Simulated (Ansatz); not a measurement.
Reaction (ligand exchange at the Si–C bond): `FC[SiH2]CF` + H–F → `FC[SiH2]F` + `CF`

Isolated molecules relaxed with PBE0-D4/def2-TZVP in Ansatz; ΔE leaves out vibrations. CBS: MP2 limit from def2 TZ/QZ plus the TZ coupled-cluster correction, frozen cores. This one scheme is used for every species. Each species was taken in one conformer, which may not be the lowest.

| level | ΔE (kJ/mol) |
| --- | --- |
| SCS-MP2/def2-TZVPP | -156.8 |
| HF/def2-QZVPP | -179.7 |

(1) What does CCSD(T)/CBS give? (An estimate is asked.)

Largest T1 diagnostic among the species: 0.011.

Results:

(1) The calculation gave: -148.2 kJ/mol. The listed levels differ from it by -8.6, -31.5 kJ/mol.

From PBE to PBE0 (25 % exact exchange), in def2-TZVPP and without D4, ΔE moves by −4.4 kJ/mol. In def2-TZVPP, CCSD(T) changes the Hartree–Fock value by +28.4 kJ/mol (the triples alone add +3.8 kJ/mol) and MP2 by +26.2 kJ/mol.
